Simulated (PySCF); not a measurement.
TaF4Br, SMILES [F][Ta]([F])([F])([F])[Br], multiplicity 1.

The structure is a stationary point at PBE0-D3(BJ)/def2-SVP. The spin state was assumed, not searched. The structure was generated by enumeration; whether it is a known compound was not checked. The def2 effective core potentials stand for the cores of Ta; spin–orbit coupling is left out.

Method: CAM-B3LYP/def2-TZVP in PySCF.

Symmetry labels are those of the subgroup C2v that the program uses (full group C2v).

Problem. List the valence orbital energies around the gap with their symmetry. (Estimate from the structure and the level; the computed values follow.)

Solution. 
| orbital | symmetry | energy (eV) |
|---|---|---|
| HOMO−7 | B2 | -14.26 |
| HOMO−6 | B1 | -14.07 |
| HOMO−5 | B2 | -13.99 |
| HOMO−4 | A1 | -13.98 |
| HOMO−3 | A2 | -13.34 |
| HOMO−2 | A1 | -13.04 |
| HOMO−1 | B1 | -11.52 |
| HOMO | B2 | -11.44 |
| LUMO | B2 | -1.77 |
| LUMO+1 | B1 | -1.51 |
| LUMO+2 | A1 | -1.25 |
| LUMO+3 | A2 | -1.24 |
